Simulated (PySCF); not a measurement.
Working out the ionisation energy of As⁺

As⁺ [Ar] 3d10 4s2 4p2 (3P) → As²⁺ [Ar] 3d10 4s2 4p1 (2P). Computed with PySCF 2.14 in ANO-RCC-VTZP, with scalar relativity by spin-free X2C-1e. Frozen: [Ne]. Energies in hartree (1 hartree = 27.21139 eV):

| part | As⁺ (lower) | As²⁺ (upper) |
| --- | --- | --- |
| UHF | -2258.672289 | -2258.011264 |
| CCSD correlation | -0.139736 | -0.122915 |
| (T) | -0.005252 | -0.004124 |

Question: What does Hartree-Fock give?

Answer: (-2258.011264) − (-2258.672289) = 0.661025 hartree = 17.987 eV.

Question: What do CCSD and CCSD(T) give?

Answer: The CCSD correlation energies differ by 0.016821 hartree = 0.458 eV and the triples by 0.001128 hartree = 0.031 eV, so CCSD gives 18.445 eV and CCSD(T) 18.476 eV.

Reference: 18.589 eV (measured; NIST Atomic Spectra Database, ionization energies), between the lowest levels; spin-orbit coupling is absent from the calculation.

What remains against the reference includes basis incompleteness, the frozen core and higher excitations.
